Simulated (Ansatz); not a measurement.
Cost and result for the atomization energy of BF₂H₅Si₂, SMILES `B[Si](F)(F)[SiH3]` (10 atoms, 9 bonds).

```xyz
10

B     1.195   -0.647    1.482
Si   -0.241    0.512    0.689
F    -1.626    0.344    1.472
F     0.129    2.064    0.810
Si   -0.625    0.025   -1.588
H     2.345   -0.338    1.396
H     0.929   -1.712    1.954
H    -1.001   -1.406   -1.737
H    -1.722    0.883   -2.108
H     0.616    0.277   -2.370
```

The species carries charge 0 and has multiplicity 1. The structure was optimised at the PBE0-D4/def2-TZVP level. Program: Ansatz. All runs use 4 threads of a server CPU on a shared host. Times are those of one run each, without the atoms' runs, and a repeat can differ threefold. Electronic energies, without spin–orbit coupling; frozen cores. CCSD(T)/CBS adds CCSD(T) − MP2 in def2-TZVPP to the MP2 limit, and its time is that of the two runs behind it. T1 = 0.013. B3LYP takes the VWN-RPA correlation (the form of Gaussian; ORCA's B3LYP/G).

CCSD(T)/CBS is a level of theory with its own doubt, some kJ/mol a heavy atom from the limit and from the frozen cores, so smaller differences don't rank the functionals.

```csv
level,functions,wall time
BLYP-D4/def2-TZVPP,247,2.3 s
PBE-D4/def2-TZVPP (with forces),247,2.4 s
PBE0-D4/def2-TZVPP,247,2.9 s
BHLYP-D4/def2-TZVPP,247,3.2 s
CAM-B3LYP-D4/def2-TZVPP,247,3.5 s
CCSD(T)/def2-SVP,103,4.3 s
B3LYP-D4/def2-TZVPP (with forces),247,4.6 s
r2SCANh-D4/def2-TZVPP,247,5.5 s
PBE-QIDH/def2-TZVPP,247,6 s
B97M-V/def2-TZVPP,247,11 s
MP2/def2-QZVPP,461,19 s
CCSD(T)/def2-TZVPP,247,2.3 min
CCSD(T)/CBS(def2),–,2.6 min
```

**Question.** What atomization energy does each give, and how far from CCSD(T)/CBS? (Best estimate.)

**Answer.** The calculation gave: 
```json
{"level": "BLYP-D4/def2-TZVPP", "atomization (kJ/mol)": "3384.3", "difference from CCSD(T)/CBS": "-28.0", "per bond": "-3.1"}
{"level": "PBE-D4/def2-TZVPP (with forces)", "atomization (kJ/mol)": "3410.7", "difference from CCSD(T)/CBS": "-1.6", "per bond": "-0.2"}
{"level": "PBE0-D4/def2-TZVPP", "atomization (kJ/mol)": "3371.4", "difference from CCSD(T)/CBS": "-40.9", "per bond": "-4.5"}
{"level": "BHLYP-D4/def2-TZVPP", "atomization (kJ/mol)": "3339.0", "difference from CCSD(T)/CBS": "-73.3", "per bond": "-8.1"}
{"level": "CAM-B3LYP-D4/def2-TZVPP", "atomization (kJ/mol)": "3427.9", "difference from CCSD(T)/CBS": "15.6", "per bond": "1.7"}
{"level": "CCSD(T)/def2-SVP", "atomization (kJ/mol)": "3156.5", "difference from CCSD(T)/CBS": "-255.8", "per bond": "-28.4"}
{"level": "B3LYP-D4/def2-TZVPP (with forces)", "atomization (kJ/mol)": "3402.0", "difference from CCSD(T)/CBS": "-10.3", "per bond": "-1.1"}
{"level": "r2SCANh-D4/def2-TZVPP", "atomization (kJ/mol)": "3397.6", "difference from CCSD(T)/CBS": "-14.7", "per bond": "-1.6"}
{"level": "PBE-QIDH/def2-TZVPP", "atomization (kJ/mol)": "3369.1", "difference from CCSD(T)/CBS": "-43.2", "per bond": "-4.8"}
{"level": "B97M-V/def2-TZVPP", "atomization (kJ/mol)": "3428.3", "difference from CCSD(T)/CBS": "16.0", "per bond": "1.8"}
{"level": "MP2/def2-QZVPP", "atomization (kJ/mol)": "3426.1", "difference from CCSD(T)/CBS": "13.8", "per bond": "1.5"}
{"level": "CCSD(T)/def2-TZVPP", "atomization (kJ/mol)": "3320.2", "difference from CCSD(T)/CBS": "-92.1", "per bond": "-10.2"}
{"level": "CCSD(T)/CBS(def2)", "atomization (kJ/mol)": "3412.3", "difference from CCSD(T)/CBS": "0.0", "per bond": "0.0"}
```

The D4 term adds +33.5 kJ/mol with B3LYP and +17.6 kJ/mol with PBE0; it sums over pairs of atoms, weighted by their polarisabilities, and B3LYP, whose exchange is more repulsive, gets the larger term. Leaving LDA and LC-ωPBE aside and taking each functional with its dispersion term where it has one, the values, not all of them listed here, spread over 94.3 kJ/mol, from revPBE-D4 to ωB97X-V. LDA lies +422.8 kJ/mol from PBE without D4, its usual overbinding. From PBE to PBE0 (25 % exact exchange), in def2-TZVPP and without D4, the atomization energy moves by −36.3 kJ/mol: exact exchange takes away binding that semilocal exchange gives to molecules.
